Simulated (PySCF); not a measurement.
A PySCF script (with the pyscf-properties extension) for the NMR shieldings of `CCOB1OCOC=C1[SiH3]`, C$_{5}$H$_{11}$BO$_{3}$Si, on a GFN2-xTB geometry:

```python
import basis_set_exchange as bse
import numpy as np
from pyscf import gto, dft
from pyscf.prop import nmr

atoms = """
C     3.213919   -0.858163   -0.299056
C     2.090275   -0.049586   -0.933880
O     0.843612   -0.488546   -0.425474
B    -0.172396    0.331219   -0.126115
O    -0.073979    1.698303   -0.333596
C    -1.129557    2.487251    0.103113
O    -2.411928    1.942290   -0.055769
C    -2.549876    0.622551    0.266176
C    -1.538898   -0.245625    0.351732
Si   -1.780255   -2.047432    0.787339
H     4.169382   -0.551565   -0.716350
H     3.228579   -0.700188    0.776374
H     3.063127   -1.917121   -0.491059
H     2.082383   -0.202503   -2.020047
H     2.218445    1.019248   -0.733834
H    -0.977444    2.717023    1.177487
H    -1.123195    3.420646   -0.472294
H    -3.596456    0.382659    0.408520
H    -1.371607   -2.911686   -0.320809
H    -0.989051   -2.373646    1.978564
H    -3.203999   -2.258185    1.078508
"""
names = dict.fromkeys(["C", "O", "B", "Si", "H"], "pcSseg-1")
basis = {el: gto.basis.parse(bse.get_basis(n, elements=[el], fmt="nwchem")) for el, n in names.items()}
mol = gto.M(atom=atoms, basis=basis, charge=0, verbose=0)
mf = dft.RKS(mol, xc="PBE0")
mf.grids.level = 2
mf.grids.alignment = dft.numint.BLKSIZE   # the property module wants whole blocks of grid points
mf.conv_tol = 1e-9
mf.kernel()

calc = nmr.RKS(mf)   # GIAO
C = mf.mo_coeff
Co = C[:, mf.mo_occ > 0]
resp = mf.gen_response(singlet=True, hermi=2)
def vind(x):   # induced exchange potential for any number of trial vectors
    d = np.einsum("pi,xij,qj->xpq", C, 2 * x.reshape(-1, C.shape[1], Co.shape[1]), Co, optimize=True)
    return np.einsum("xpq,pi,qj->xij", resp(d - d.transpose(0, 2, 1)), C, Co, optimize=True).ravel()
mo1, _ = nmr.rhf.solve_mo1(calc, with_cphf=vind)
sigma = calc.kernel(mo1)
for i, s in enumerate(sigma):   # ppm
    w = np.linalg.eigvalsh((s + s.T) / 2)
    print("%2d %-2s iso %8.1f  s11 %8.1f  s22 %8.1f  s33 %8.1f" % (i, mol.atom_pure_symbol(i), w.mean(), *w))
```

**Question.** Give the expected output.

**Answer.** 
```
 0 C  iso    167.3  s11    150.2  s22    166.2  s33    185.6
 1 C  iso    124.8  s11     92.4  s22    115.1  s33    166.8
 2 O  iso    206.1  s11     94.1  s22    221.8  s33    302.4
 3 B  iso     78.1  s11     62.6  s22     75.3  s33     96.2
 4 O  iso    200.6  s11     66.6  s22    247.4  s33    287.7
 5 C  iso     94.4  s11     72.9  s22     98.0  s33    112.3
 6 O  iso    157.6  s11     30.3  s22    174.0  s33    268.5
 7 C  iso     13.2  s11   -107.9  s22     53.3  s33     94.1
 8 C  iso     85.4  s11     -9.5  s22     78.9  s33    186.8
 9 Si iso    425.5  s11    397.7  s22    413.1  s33    465.6
10 H  iso     30.7  s11     26.6  s22     27.7  s33     37.8
11 H  iso     30.4  s11     26.8  s22     29.0  s33     35.4
12 H  iso     30.0  s11     26.3  s22     28.5  s33     35.3
13 H  iso     27.8  s11     22.5  s22     27.6  s33     33.1
14 H  iso     27.0  s11     21.1  s22     29.5  s33     30.5
15 H  iso     25.9  s11     20.9  s22     26.0  s33     30.9
16 H  iso     25.9  s11     20.9  s22     26.0  s33     30.7
17 H  iso     24.4  s11     20.9  s22     24.4  s33     28.0
18 H  iso     27.4  s11     24.0  s22     26.2  s33     32.0
19 H  iso     27.5  s11     24.3  s22     25.9  s33     32.3
20 H  iso     27.8  s11     24.7  s22     26.2  s33     32.5
```

These numbers come from an equivalent density-fitted implementation of the same equations, which agrees with the script to about 0.01 ppm for H and up to a few tenths of a ppm for heavy atoms, so last digits may differ.

Size and cost of the density-fitted run: 232 basis functions, 110 s wall time on 1 thread of an Arm Neoverse N1, shared host; peak memory 1.1 GiB.
